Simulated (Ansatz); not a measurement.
Two spin states of YCl, each at its own minimum; 2S+1 = 1, 3, 5 were tried, and our sources give no spin for the ground state. No spin–orbit coupling.

Each state is the lowest solution found for its spin in def2 and cc sets. The singlet is a restricted closed-shell determinant, which can mix singlet states where a π or δ shell is part-filled.

Correlated levels freeze the inner cores; with def2 sets outer-core shells near the valence are correlated too.

The values were computed with Ansatz (Gaussian orbitals). Each number belongs to the level named beside it. In def2 rows elements past Kr take small-core potentials, without spin–orbit coupling.

Q: What energy of the multiplicity-3 state above the multiplicity-1 state does PBE/def2-TZVPP give?

A: 46 kJ/mol

Q: Give the energy of the multiplicity-3 state above the multiplicity-1 state at the level wB97X-V/def2-TZVPP.

A: 65 kJ/mol

Q: Predict the energy of the multiplicity-3 state above the multiplicity-1 state from CCSD(T)/def2-TZVPP.

A: 96 kJ/mol

Doubts at one or more of the structures used: a restricted determinant that unrestricted orbitals would lower (CCSD(T)/def2-TZVPP).

Ansatz is a quantum-chemistry and plane-wave program.
